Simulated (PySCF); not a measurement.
C3H12OSi2, SMILES C[Si](C)(C)[SiH2]O, singlet at its GFN2-xTB optimised geometry (Å):

```
18

C      1.5818    -0.6836     0.0000
Si    -0.3380    -0.6836     0.0000
C     -0.9026     1.1432     0.0000
C     -0.8935    -1.4419    -1.6659
Si    -1.2141    -1.8570     1.8038
O     -0.0537    -2.2498     2.8836
H      1.9851    -0.0892    -0.8156
H      1.9815    -1.6892    -0.1051
H      1.9737    -0.2717     0.9262
H     -1.9851     1.2168    -0.0542
H     -0.5868     1.6580     0.9028
H     -0.4962     1.6892    -0.8471
H     -0.4939    -0.8866    -2.5098
H     -1.9759    -1.4350    -1.7550
H     -0.5662    -2.4725    -1.7695
H     -1.8980    -3.0958     1.3943
H     -2.1104    -1.1123     2.6847
H      0.7343    -2.7227     2.6345
```

Level of theory: PBE/def2-SVP (PySCF).

Map of the deformation density (molecule minus spherical neutral atoms) (e/bohr³) on the plane z = 0.8 Å:

```
|1111111111111111111111111|
|1111111111111111111111111|
|1111111111111111111111111|
|1111111111111111111111111|
|1111111110001111111111111|
|1111111000000111111111111|
|1111110001210011111111111|
|1111100014941011111111111|
|1111100014841001111111111|
|1111100001320000111111111|
|1111100000110000000011111|
|1111100001110000011001111|
|1111100001100000133100111|
|1111100001100001379300111|
|1111100012210011255200111|
|1111000124431110011100111|
|1111000135531000000001111|
|1111000023321000000001111|
|1111000011110000000011111|
|1111111111000000001111111|
|1111111210000011111111111|
|1111111211000111111111111|
|1111111111111111111111111|
|1111111111111111111111111|
|1111111111111111111111111|
```
Scale: ten equal steps from -0.012 (start of '0') to 0.084 (end of '9'), in the order '0123456789'; x runs from -4.00 to 4.00, y from -4.00 (bottom) to 4.00 (top).
